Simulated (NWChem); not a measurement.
System: CH4OSe; SMILES CO[SeH]

```xyz
7

Se    -0.0215    -0.7434     0.0362
H     -0.4421    -0.8265    -1.3834
O      0.6228     0.9431    -0.0316
C     -0.3417     1.9632     0.0393
H     -0.9828     1.8807     0.9348
H      0.2154     2.9121     0.0879
H     -0.9938     1.9857    -0.8539
```
Atoms are numbered in this order, from 1.

Results from NWChem. Pople sets run with spherical d functions. All runs use the structure optimised with PBE0/def2-SVP.

**Question.** Taking PBE0/6-311G** as the yardstick, which of these has the fewest basis functions while keeping “highest occupied level (eV)” within 0.05 eV of it: PBE0/6-31G*; PBE0/STO-3G; PBE0/3-21G?

**Answer.** none of them.
```csv
level,basis functions,highest occupied level (eV)
PBE0/STO-3G,32,-4.04
PBE0/3-21G,48,-6.46
PBE0/6-31G*,68,-6.66
PBE0/6-311G**,104,-6.75
```

The yardstick is one finite set, not the basis-set limit.
